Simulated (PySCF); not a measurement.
SMILES CCC[SiH2]C=O (C₄H₁₀OSi), singlet, GFN2-xTB optimised geometry.

```
16

C      2.47    -1.43     0.08
C      0.94    -1.45     0.08
C      0.35    -0.05     0.00
Si    -1.55    -0.05     0.00
C     -2.12     1.78     0.00
O     -2.87     2.26    -0.81
H      2.87    -2.44     0.14
H      2.83    -0.86     0.94
H      2.85    -0.96    -0.82
H      0.59    -1.95     0.98
H      0.60    -2.04    -0.77
H      0.73     0.44    -0.90
H      0.72     0.53     0.85
H     -2.06    -0.63     1.25
H     -2.11    -0.72    -1.17
H     -1.74     2.44     0.82
```

Density from PBE/def2-TZVP in PySCF at that geometry.

Minimum of the electron density along straight lines between bonded atoms, close to the bond critical point (lines longer than 1.1 times the sum of covalent radii, or with two minima, are not listed):

```csv
bond,length / Å,ρ at the minimum / e bohr⁻³,∇²ρ there / e bohr⁻⁵,position (fraction from the first atom)
C1–C2,1.524,0.243,-0.57,0.50
C2–C3,1.528,0.239,-0.55,0.50
C3–Si4,1.903,0.116,0.12,0.61
Si4–C5,1.919,0.115,0.13,0.39
C5–O6,1.204,0.421,0.02,0.34
C1–H7,1.088,0.277,-0.93,0.64
C1–H8,1.088,0.277,-0.93,0.64
C1–H9,1.088,0.277,-0.93,0.64
C2–H10,1.092,0.278,-0.93,0.64
C2–H11,1.092,0.278,-0.93,0.64
C3–H12,1.093,0.272,-0.89,0.64
C3–H13,1.093,0.271,-0.88,0.64
Si4–H14,1.469,0.122,0.16,0.50
Si4–H15,1.461,0.125,0.17,0.50
C5–H16,1.114,0.270,-0.91,0.65
```
